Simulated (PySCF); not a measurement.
# MSc for M along the halogens

PBE0 with triple-zeta basis sets in PySCF, for the lowest determinant that a PBE0 search found; no spin–orbit coupling. De refers to high-spin ground-configuration atoms. A positive dipole means M(−)Sc(+).

| M | basis | state (unpaired electrons) | Re (Å) | ωe (cm⁻¹) | De (eV) | μ (D) |
| --- | --- | --- | --- | --- | --- | --- |
| F | def2-TZVPP | triplet (σ ↑, δ ↑) | 1.840 | 666 | 6.27 | 2.78 |
| Cl | def2-TZVPP | triplet (σ ↑, δ ↑) | 2.308 | 404 | 4.83 | 3.76 |
| Br | def2-TZVPP | triplet (σ ↑, δ ↑) | 2.470 | 305 | 4.29 | 3.99 |
| I | x2c-TZVPPall | triplet (σ ↑, δ ↑) | 2.694 | 253 | 3.57 | 4.01 |

Task: By what factor does the bond length vary along the series?

Result: At PBE0 it runs from 1.840 Å (ScF) to 2.694 Å (ScI), a factor of 1.46.

The rows differ in basis set, which adds steps of its own.

Down a group the atoms grow and get heavier, so bonds lengthen and wavenumbers fall; this series shows no clear exception.

The metal atom is held in its measured ground configuration; semilocal functionals can put another filling of s and d lower by some tenths of an eV, and De to that atom would be smaller. Spin–orbit coupling is left out, which matters for elements this heavy, above all for dissociation energies. With d or f electrons several states lie close, and the lowest PBE0 determinant need not be the measured ground state.
